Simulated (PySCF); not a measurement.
**Question.** Write Cartesian coordinates for Nb(SH)4, `[SH][Nb]([SH])([SH])[SH]` [radical] as optimised with PBE0-D3(BJ)/def2-SVP. (Doublet state.)

**Answer.** 
```xyz
9
H4NbS4 angstrom
Nb    -0.0036    0.0170    0.0011
S     -0.1199   -0.1516    2.3382
H      0.2971    1.1037    2.6420
S      2.2115   -0.0090   -0.7585
H      2.4743   -1.3245   -0.5497
S     -1.0169    2.0228   -0.6887
H     -0.5197    2.0270   -1.9517
S     -1.0578   -1.8514   -0.9431
H     -2.1322   -1.9034   -0.1153
```

Orientation and origin are arbitrary. Atoms count from 1 in this order. Nb1 (niobium bonded to 4 S) is tetrahedral (angles from 106.6° to 111.7°). S2 (sulfur bonded to Nb and H) is bent (angle 98.1°).

Bonds between heavy atoms (Å): Nb1–S2 2.346, Nb1–S4 2.342, Nb1–S6 2.351, Nb1–S8 2.344.

Level of theory: PBE0-D3(BJ)/def2-SVP geometry optimisation, gas phase, def2 core potentials past Kr in PySCF.

Point group: near S4, missed by 0.13 Å at most; the miss may be what the optimiser left on a soft mode. Stationary, but not proved a minimum. ⟨S²⟩ = 0.758 (exact for a doublet: 0.75).
